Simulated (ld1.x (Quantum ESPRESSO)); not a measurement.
## tantalum (Ta), PAW: configuration errors across variants

```json
{
  "Element": "Ta",
  "Generator": "ld1.x (Quantum ESPRESSO) 7.5",
  "Type": "PAW",
  "Functional": "PBE",
  "Relativity": "fully relativistic",
  "Frozen core": "[Kr] 4d10",
  "Valence charge": "27",
  "Reference configuration": "4f14 5s2 5p6 5d3 6s2 6p0",
  "Partial waves": "5s (bound): rcut 1.40, rcutus 1.60 bohr; 6s (bound): rcut 1.40, rcutus 1.60 bohr; 5p (bound): rcut 1.95, rcutus 2.10 bohr; 6p (bound, empty): rcut 1.95, rcutus 2.10 bohr; 5d (bound): rcut 2.70, rcutus 3.15 bohr; 5d channel at 4.7 Ry: rcut 2.70, rcutus 3.15 bohr; 4f (bound): rcut 0.75, rcutus 1.00 bohr; 4f channel at 0.8 Ry: rcut 0.75, rcutus 1.00 bohr",
  "Local potential": "all-electron potential smoothed inside 1.85 bohr (lloc = -1)",
  "Core correction": "a·sin(br)/r model core, default radius (ld1.x builds one for every PAW set, though the input has nlcc=.false.)",
  "Augmentation charge": "PSQ, inside the norm-conserving radii"
}
```

Open shells are filled in proportion to 2j + 1 (rel_dist='average').

All-electron excitation energies from the reference (eV): (1) 4f14 5s2 5p6 5d3 6s1 6p0 8.471; (2) 4f14 5s2 5p6 5d3 6s0 6p0 23.445; (3) 4f14 5s2 5p6 5d2 6s0 6p0 47.037.

The default core radius of the base comes out at 0.34 bohr.

2 further variants failed, have other tests or too few solved ones, and are left out.

Errors AE − PS in meV (a dash: test not solved or not reliable):

```tsv
change	(1)	(2)	(3)	bound ghosts
base	-2.2	-13	-42	not determined
waves 5p (bound): rcut 1.95, rcutus 2.18 bohr; 6p (bound): rcut 1.95, rcutus 2.18 bohr	-3.3	-18	-41	not determined
all radii but the core radius scaled by about 0.88 (s 1.42, p 1.86, d 2.78, f 0.88 bohr, rcut 1.24/1.72/2.38/0.66); local potential all-electron potential smoothed inside 1.64 bohr (lloc = -1)	+4.1	+9.6	+8.5	not determined
core correction a·sin(br)/r model core inside 0.90 bohr	-2.2	-13	-42	not determined
waves 5d (bound): rcut 2.70, rcutus 2.90 bohr; 5d channel at 4.7 Ry: rcut 2.70, rcutus 2.90 bohr	+0.3	+4.2	+6.8	not determined
```

**Question.** Give the same row for: local potential all-electron potential smoothed inside 1.90 bohr (lloc = -1).

**Answer.** -3.1, -17, -46; bound ghosts: not determined.
